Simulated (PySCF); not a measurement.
# Nd(3+) (neodymium, charge +3) across methods

[Xe] 4f3, one real determinant. Calculation: PySCF 2.14, in cc-pwCVTZ-X2C; the spin-free X2C one-electron Hamiltonian (Gaussian nucleus).

| method | E (hartree) | mean ε 5p α (eV) | mean ε 5p β (eV) | mean ε 4f α (eV) | Σ⟨r²⟩ (bohr²) | ⟨S²⟩ |
| --- | --- | --- | --- | --- | --- | --- |
| PBE0 | -9621.49 | -50.308 | -49.216 | -34.947 | 37.25 | 3.751 |
| PBE | -9621.48 | -48.454 | -47.431 | -32.184 | 37.31 | 3.751 |
| UHF | -9618.34618 | -54.645 | -53.192 | -42.549 | 37.34 | 3.753 |
| r2SCAN | -9621.85 | -49.074 | -47.941 | -32.824 | 37.25 | 3.752 |
| LDA | -9614.12 | -48.676 | -47.660 | -32.186 | 37.30 | 3.751 |

⟨L²⟩ = 34.01 against 42 for a pure I term, so this real determinant mixes terms. Spin-orbit coupling, absent here, splits the open shell strongly.
